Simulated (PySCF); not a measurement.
# ZrB: from constants to spectrum

UHF-CCSD(T) constants of ZrB, ⁶Δ (sextet), unpaired electrons σ ↑↑, π ↑↑, δ ↑ (Zr x2c-TZVPPall, B x2c-TZVPPall; spin-free X2C with a Gaussian nucleus (PySCF 2.14); masses 89.9047 and 11.0093 u):

| Property | Result |
| --- | --- |
| ωe | 617.1 cm⁻¹ |
| ωexe | 2.51 cm⁻¹ |
| Be | 0.36871 cm⁻¹ |
| αe | 0.00196 cm⁻¹ |
| De to Zr (4d2 5s2) + B | 2.54 eV |

Q: What force constant and bond length do these constants imply?

A: Reduced mass μred = 9.8082 u; k = 5.8918×10⁻⁷·μred·ωe² (u, cm⁻¹, mdyn/Å) = 2.20 mdyn/Å; Re = √(16.8576/(μred·Be)) (u, cm⁻¹, Å) = 2.159 Å.

Q: Estimate the centrifugal constant D from the Kratzer relation and find the Dunham coefficient a1.

A: D = 4Be³/ωe² = 5.27e-07 cm⁻¹; a1 = −1 − αeωe/(6Be²) = -2.48.

Correlated steps freeze 15 core orbitals. These are scalar-relativistic numbers at best; spin–orbit coupling would shift them, the dissociation energy most. The state is the lowest single determinant that the PBE0 search found; with open d or f shells the true ground state can be another one.
